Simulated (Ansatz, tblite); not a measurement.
Spin states of Si18H28, each relaxed with PBE-D4/def2-SVP in Ansatz. Electronic energies in the gas phase.

The xTB rows come from tblite. B3LYP takes the VWN-RPA correlation. Correlated methods freeze 90 core orbitals. The rows differ in basis, and correlated rows in double-zeta sets carry the largest basis error. Single mean-field runs in def2-TZVP are fitted with def2-universal-jkfit.

Singlet geometry (D2 within 0.1 Å):

```xyz
46

Si   -1.461    3.004    2.023
Si   -3.681   -0.241   -1.282
Si    1.552    2.544   -0.364
Si   -0.474    0.352   -2.942
Si    2.121    3.045    3.362
Si    0.110   -0.160    2.996
Si    3.635    0.118    1.422
Si   -1.188   -2.738    0.308
Si    1.508   -2.881   -2.163
Si   -2.121   -3.042   -3.361
Si    0.749    3.658    1.553
Si   -1.658    0.921   -0.963
Si   -1.416    0.731    1.408
Si   -2.952   -2.477   -1.234
Si    2.085    0.229   -0.348
Si   -0.086   -1.885   -3.578
Si    2.288    0.702    3.260
Si    0.990   -1.880   -0.096
H    -2.456    3.792    1.210
H    -1.766    3.188    3.489
H    -4.314    0.080   -2.614
H    -4.675    0.043   -0.186
H     0.739    2.942   -1.567
H     2.951    3.080   -0.590
H    -1.471    0.894   -3.945
H     0.785    1.159   -3.109
H     1.505    3.472    4.671
H     3.481    3.685    3.234
H    -0.640    0.237    4.251
H     0.151   -1.664    2.978
H     4.759    1.111    1.254
H     4.218   -1.264    1.579
H    -1.675   -2.439    1.701
H    -0.837   -4.212    0.281
H     2.914   -2.570   -2.606
H     1.323   -4.378   -2.129
H    -3.084   -2.619   -4.442
H    -1.904   -4.531   -3.462
H     0.863    5.134    1.256
H    -1.906    2.402   -1.164
H    -2.718    0.081    1.829
H    -4.035   -3.435   -0.797
H     2.825    0.072   -1.660
H     0.364   -1.838   -5.020
H     2.806    0.133    4.560
H     1.796   -2.555    0.995
```

Triplet geometry:

Cartesian coordinates in Å:
```
Si 1.147 1.430 -2.889
Si 3.385 -0.456 0.363
Si -0.934 3.276 -0.193
Si 1.448 1.275 2.862
Si -2.469 2.318 -3.521
Si -1.270 -1.236 -2.961
Si -3.362 0.642 -0.260
Si 0.760 -3.313 0.292
Si -1.160 -1.612 2.783
Si 2.470 -2.318 3.520
Si -0.488 3.074 -2.494
Si 1.456 0.950 0.493
Si 0.577 -0.515 -1.620
Si 2.800 -2.575 1.202
Si -1.212 1.076 0.711
Si 0.749 -0.744 3.852
Si -3.055 0.247 -2.561
Si -0.809 -1.502 0.411
H 2.539 1.901 -2.557
H 1.113 1.047 -4.351
H 4.456 0.141 1.247
H 3.916 -0.517 -1.046
H 0.143 4.030 0.544
H -2.241 4.011 -0.004
H 2.860 1.577 3.310
H 0.569 2.437 3.251
H -2.248 2.161 -5.005
H -3.577 3.318 -3.302
H -0.874 -1.143 -4.418
H -1.638 -2.667 -2.660
H -4.216 1.878 -0.089
H -4.046 -0.505 0.438
H 0.900 -3.811 -1.124
H 0.216 -4.441 1.139
H -2.424 -0.888 3.170
H -1.314 -3.068 3.161
H 3.745 -1.840 4.171
H 2.082 -3.639 4.137
H -0.064 4.401 -3.077
H 1.860 2.275 -0.116
H 1.690 -1.511 -1.862
H 3.898 -3.577 0.935
H -1.455 1.268 2.192
H 0.490 -0.557 5.328
H -4.330 -0.271 -3.184
H -2.082 -2.025 -0.218
```

⟨S²⟩: triplet 2.01 at PBE0-D4/def2-TZVP (pure 2.00).

Only these spin states were relaxed. The triplet has other bonds than the singlet, so the gap mixes isomer and spin.

(1) Estimate which spin state lies lowest at each of these levels, and by how much: GFN1-xTB; GFN2-xTB; HF/6-31G; HF/def2-SVP; HF/def2-TZVP; PBE-D4/def2-TZVP; r2SCAN-D4/def2-TZVP; r2SCANh-D4/def2-TZVP; B3LYP-D4/6-31G; PBE0-D4/def2-TZVP; BHLYP-D4/def2-TZVP; RPA@PBE/def2-SVP; MP2/def2-SVP.

Results:

(1) 
```tsv
level	triplet − singlet (kJ/mol)	lowest of these
GFN1-xTB	162.1	singlet
GFN2-xTB	262.8	singlet
HF/6-31G	390.4	singlet
HF/def2-SVP	367.8	singlet
HF/def2-TZVP	368.1	singlet
PBE-D4/def2-TZVP	200.5	singlet
r2SCAN-D4/def2-TZVP	222.8	singlet
r2SCANh-D4/def2-TZVP	229.8	singlet
B3LYP-D4/6-31G	294.3	singlet
PBE0-D4/def2-TZVP	229.9	singlet
BHLYP-D4/def2-TZVP	291.7	singlet
RPA@PBE/def2-SVP	281.6	singlet
MP2/def2-SVP	262.5	singlet
```

The xTB methods have no spin-polarisation term.
